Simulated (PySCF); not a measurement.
C₃H₁₀BN.

```xyz
15

B      0.7852     0.7461     0.0000
H      1.9956     0.6387     0.0000
C      0.0878     2.1647     0.0000
H      0.8185     2.9857     0.0000
H     -0.5600     2.3004    -0.8836
H     -0.5600     2.3004     0.8836
N      0.0672    -0.4571     0.0000
C     -1.3730    -0.5407     0.0000
C      0.7118    -1.7484     0.0000
H     -1.7417    -1.0838     0.8893
H     -1.7417    -1.0838    -0.8893
H     -1.8220     0.4596     0.0000
H      0.4270    -2.3393    -0.8898
H      0.4270    -2.3393     0.8898
H      1.8016    -1.6226     0.0000
```

Geometry: PBE0-D3(BJ)/def2-SVP. A frequency run showed that this geometry is not a minimum. Other conformers were not sampled.

These are PySCF with PBE0/pcSseg-1 values and carry that method's errors. Non-relativistic, no solvent.

Computed absolute GIAO shielding of each atom: isotropic value and principal components (ppm):
```
atom  σ(iso)    σ11    σ22    σ33   span
----  ------  -----  -----  -----  -----
B1      58.2   20.8   52.0  101.7   80.8
H2      26.2   24.5   25.7   28.4    3.8
C3     182.6  174.3  186.6  186.9   12.6
H4      30.7   26.8   28.0   37.4   10.6
H5      31.1   26.7   30.1   36.5    9.7
H6      31.1   26.7   30.1   36.5    9.7
N7     134.2    4.2  181.6  216.9  212.7
C8     146.0  124.3  133.0  180.7   56.4
C9     137.4  108.3  120.9  183.0   74.8
H10     28.9   25.4   26.5   34.9    9.5
H11     28.9   25.4   26.5   34.9    9.5
H12     28.0   23.0   29.4   31.5    8.5
H13     28.6   25.0   26.3   34.4    9.4
H14     28.6   25.0   26.3   34.4    9.4
H15     27.9   24.1   27.0   32.6    8.5
```
